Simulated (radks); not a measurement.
Species: Dy2+. Configuration: [Xe] 4f9.25 6s0.75 (fractional occupations, a model configuration). Calculated with a radial shooting solver on a logarithmic mesh with Libxc functionals: scalar-relativistic Kohn-Sham, PBE, spin-unpolarised, spherical densities, point nucleus.

Radial electron density D(r) = 4 pi r^2 rho(r):

```
   r/bohr * D(r) (the largest magnitude, 117, reaches the edge; | marks zero)
 0.002973 |          *
  0.00403 |                *
 0.005461 |                       *
 0.007342 |                              *
 0.009951 |                                     *
  0.01349 |                                        *
  0.01828 |                                       *
  0.02457 |                                    *
   0.0333 |                                     *
  0.04514 |                                              *
  0.06117 |                                                      *
   0.0829 |                                                  *
   0.1115 |                                         *
   0.1511 |                                             *
   0.2047 |                                              *
   0.2775 |                            *
    0.373 |                     *
   0.5056 |                         *
   0.6852 |                 *
   0.9286 |        *
    1.258 |    *
    1.692 |  *
    2.293 |*
    3.108 *
    4.212 *
    5.663 *
    7.675 *
```

D(r) has 4 maxima, at r = 0.0145, 0.0652, 0.182, 0.494 bohr, and minima at 0.0279, 0.119, 0.353 bohr, inside which lie 1.94, 11.13, 29.41 electrons.
